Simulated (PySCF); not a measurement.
## C$_{8}$H$_{6}$S$_{2}$: calculation and literature

Structure with atom numbers: `[cH:1]1[cH:2][s:3][c:4](-[c:5]2[cH:6][cH:7][cH:8][s:9]2)[cH:10]1`. Each H is labelled by its parent atom.

Published estimates (parent shift plus substituent increments) and measurements: δ ¹H H(C2)/H(C8) 7.20; H(C6)/H(C10) 7.17; H(C1)/H(C7) 7.00 ppm (estimated from measurements, as parent shift plus tabulated substituent increment; solution, not stated per compound (mostly CDCl3 or CCl4); Pretsch, Buehlmann, Badertscher, Structure Determination of Organic Compounds, 4th ed. (2009)).

PySCF 2.14 calculation with PBE0-D3(BJ)/def2-SVP geometry and σ from GIAO-B3LYP/pcSseg-1; fast rotation and ring inversion assumed for equivalent nuclei, relativity neglected, no solvent, one computed conformer.

(1) What does the calculation give, and how does it compare?

(2) How far are the unscaled ¹H shifts from the references?

Results:

(1) 
Reference values: estimated from measurements, as parent shift plus tabulated substituent increment (solution, not stated per compound (mostly CDCl3 or CCl4); Pretsch, Buehlmann, Badertscher, Structure Determination of Organic Compounds, 4th ed. (2009)).
```json
{"atoms": "H(C2)/H(C8)", "quantity": "δ ¹H", "reference": "7.20", "computed": "6.81"}
{"atoms": "H(C6)/H(C10)", "quantity": "δ ¹H", "reference": "7.17", "computed": "7.20"}
{"atoms": "H(C1)/H(C7)", "quantity": "δ ¹H", "reference": "7.00", "computed": "6.85"}
```

Computed shifts are σ(ref) − σ with the named reference compound (TMS for H and C) calculated as an isolated molecule at the same level.

(2) Mean signed difference -0.17 ppm, mean absolute 0.19 ppm over 3 comparisons; the largest is -0.39 ppm at H(C2)/H(C8) (hydrogen on an aromatic CH next to the ring sulfur).

3 of the 6 published NMR values on file for this molecule are compared.
